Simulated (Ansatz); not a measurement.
Frontier orbitals of C$_{2}$H$_{4}$AlF, SMILES `C=[CH][AlH][F]`.

```xyz
8

C     0.954    0.932    0.372
C    -0.227    0.650   -0.184
Al   -0.772   -1.196   -0.253
F    -2.222   -1.616   -0.923
H     1.600    0.154    0.777
H     1.344    1.945    0.455
H    -0.815    1.483   -0.566
H     0.137   -2.351    0.322
```

Total charge 0; spin multiplicity 1. The geometry is a stationary point of PBE0-D4/def2-TZVP. It is one conformer, not always the lowest. Basis def2-TZVPP, Ansatz 0.2.0.

| functional | HOMO (eV) | LUMO (eV) | gap (eV) |
| --- | --- | --- | --- |
| LDA (SPW92) | -7.11 | -2.53 | 4.58 |
| PBE | -7.03 | -2.28 | 4.75 |
| BLYP | -6.95 | -2.16 | 4.79 |
| PBE0 | -8.36 | -1.40 | 6.96 |
| ωB97M-V | -10.58 | 0.41 | 10.99 |

A quarter of exact exchange (PBE0) shifts PBE's HOMO by −1.33 eV and its LUMO by +0.88 eV; full exchange at long range (ωB97M-V) shifts them by −3.55 and +2.69 eV. The gap opens from 4.75 to 10.99 eV, since occupied levels lose self-interaction and empty ones feel all the electrons. A positive LUMO is unbound and depends on the basis.
